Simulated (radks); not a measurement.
Q: Excited configurations of the zinc ion Zn2+: one electron is placed in a higher orbital outside [Ar] 3d9. The ground configuration is [Ar] 3d10. Calculated with a radial shooting solver on a logarithmic mesh with Libxc functionals: Dirac Kohn-Sham, PBE, spin-unpolarised, spherical densities, point nucleus; open shells fill j = l - 1/2 first. Excitation = E - E(ground); binding = E(ion) - E, where the ion is the core of charge +3; n* = 3/sqrt(2 binding) in atomic units, and the quantum defect is n - n*.

outer orbital  excitation (eV)  binding (eV)     n*  quantum defect  eigenvalue (eV)  <r> (bohr)
5p1/2                   29.261        11.114  3.319           1.681           -9.424       5.354
5f5/2                   35.226         5.150  4.876           0.124           -4.290       10.08
6d3/2                   35.399         4.977  4.960           1.040           -4.256       11.67
7p1/2                   35.924         4.451  5.245           1.755           -3.862       13.82
7d3/2                   36.868         3.507  5.909           1.091           -3.036       17.01

Estimate the row for 6s1/2.

A: excitation (eV) 32.644; binding (eV) 7.731; n* 3.980; quantum defect 2.020; eigenvalue (eV) -6.665; <r> (bohr) 8.099. The Delta-SCF ionisation energy is 40.375 eV (NIST Atomic Spectra Database: 39.723 eV, measured). Self-interaction in the functional shifts the binding energies and quantum defects, so they are the method's values and not measured ones. Spin polarisation and multiplet splitting are left out, so open shells lie too high by an amount that depends on their filling.

Beside tabulated values, note that spin-unpolarised runs miss the spin-polarisation part of the exchange energy of open shells.
